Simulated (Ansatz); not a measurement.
## Two structures, one formula

The two ends of one reaction step of AlBSi2H7Cl3O3, closed shell (PBE0-D4/def2-TZVP).

A:

B1  (1.694, -1.705, 1.231)
Cl2  (0.332, 2.325, 1.699)
Cl3  (1.208, -2.789, -0.091)
Cl4  (2.864, -2.296, 2.401)
H5  (1.143, 1.588, 2.381)
O6  (1.179, -0.492, 1.317)
Al7  (0.030, 0.283, 0.258)
O8  (0.597, 0.857, -1.207)
Si9  (1.437, 1.085, -2.575)
O10  (-1.587, -0.034, 0.523)
Si11  (-3.133, -0.476, 0.721)
H12  (0.690, 0.537, -3.737)
H13  (2.761, 0.412, -2.495)
H14  (1.656, 2.541, -2.789)
H15  (-3.812, 0.473, 1.645)
H16  (-3.210, -1.843, 1.300)
H17  (-3.848, -0.465, -0.583)
(Å)

B:

```
17
angstrom
B 1.5280 -0.5885 2.0398
Cl 3.2562 -0.2972 2.3502
Cl 1.3769 -1.8462 0.3432
Cl 0.5574 -1.3621 3.3057
H 1.4659 1.3174 1.3194
O 0.8549 0.5773 1.4264
Al 0.0962 -0.0880 -0.1536
O 0.7034 0.8714 -1.3832
Si 1.0118 1.5582 -2.8233
O -1.5273 -0.4310 0.0295
Si -2.8529 -1.1051 0.6881
H -0.2548 1.8873 -3.5288
H 1.8113 0.6355 -3.6718
H 1.7851 2.8106 -2.6118
H -3.2274 -0.3876 1.9354
H -2.6047 -2.5354 1.0112
H -3.9799 -1.0167 -0.2765
```

Program: Ansatz 0.2.0. Basis: def2-TZVPP. Cores are frozen in the correlated methods. B3LYP uses VWN-RPA correlation.

Problem. Which structure is lower at CCSD(T), and by how much? (Judge from chemistry; the value comes from the calculation.)

Solution. Computed: B, by 22.3 kJ/mol (electronic energy, against the other). By their contacts, A is AlBSi₂H₇Cl₃O₃ ([SiH3][O][Al]([ClH])([O][SiH3])[O][B]([Cl])[Cl]) and B is AlBSi₂H₇Cl₃O₃ ([SiH3][O][Al]1([O][SiH3])[OH][B]([Cl])([Cl])[Cl]1).

Problem. Do the other methods give the same order? (A judgement: the text doesn't fix the answer.)

Solution. The calculation gives: Not all: HF gives the other order.

| method | E(B) − E(A) (kJ/mol) |
| --- | --- |
| SPW92 | -46.5 |
| PBE-D4 | -29.9 |
| BLYP-D4 | -13.0 |
| r2SCAN-D4 | -28.0 |
| B97M-V | -20.0 |
| PBE0-D4 | -34.1 |
| B3LYP-D4 | -16.8 |
| r2SCAN0-D4 | -31.5 |
| BHLYP-D4 | -19.6 |
| CAM-B3LYP-D4 | -17.2 |
| wB97X-V | -27.8 |
| wB97M-V | -28.2 |
| B2PLYP | -14.4 |
| PBE-QIDH | -34.0 |
| RPA on PBE | -18.6 |
| HF | 3.0 |
| MP2 | -30.1 |
| CCSD | -18.4 |
| CCSD(T) | -22.3 |

T1 diagnostic: at most 0.012.

Labels in which every atom is bracketed show which atoms are joined, not bond orders.

For scale, one of the runs: CCSD(T)/def2-TZVPP, 474 basis functions, launched by `ansatz run in.yaml --threads 4 --pin off --events-out ev --progress --plain --max-ram 66560MiB --backend cuda --devices 0, --max-vram 37GiB`. Hardware: 4 CPU threads of an AMD EPYC 7R13 and a share of one NVIDIA H100, shared host. Wall time 57 s; peak host memory 1.3 GiB.
